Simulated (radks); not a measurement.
Question: Dipole-allowed excitations along the series with 10 electrons in [Ne]. Calculated with a radial shooting solver on a logarithmic mesh with Libxc functionals: non-relativistic Kohn-Sham, LDA (Slater exchange, Perdew-Wang correlation), spin-unpolarised, spherical densities, point nucleus. Time-dependent linear response with the Hartree and adiabatic LDA kernel, continuum included through the Sternheimer equations. Lines are the poles of the dipole polarisability below minus the highest occupied eigenvalue, found on a grid refined at the orbital gaps; the lowest seven at most are given, and weak or close lines can be missed. The first line takes the name of the lowest orbital gap if no other gap lies below it; otherwise a line is named after a gap within 0.6 % of it, if that gap stands alone.

| species | -e(HOMO) (eV) | lowest orbital gap (eV) | first line (eV) | f | strongest line (eV) | its f | static alpha (bohr^3) |
|---|---|---|---|---|---|---|---|
| Ti12+ | 750.35 | 2p-3s 450.43 | 451.49 (2p-3s) | 0.190 | 516.88 (unassigned) | 2.35 | 0.01332 |
| V13+ | 856.31 | 2p-3s 511.37 | 512.52 (2p-3s) | 0.188 | 583.34 (unassigned) | 2.45 | 0.01064 |
| Cr14+ | 969.09 | 2p-3s 576.10 | 577.33 (2p-3s) | 0.186 | 653.58 (unassigned) | 2.54 | 0.008603 |
| Fe16+ | 1215.1 | 2p-3s 716.90 | 718.30 (2p-3s) | 0.183 | 805.38 (unassigned) | 2.70 | 0.005810 |
| Co17+ | 1348.3 | 2p-3s 792.97 | 794.45 (2p-3s) | 0.182 | 886.95 (unassigned) | 2.77 | 0.004841 |

Estimate the first line of Mn15+, its oscillator strength and the static polarisability.

Answer: 645.92 eV (2p-3s), f = 0.185, alpha = 0.007035 bohr^3.
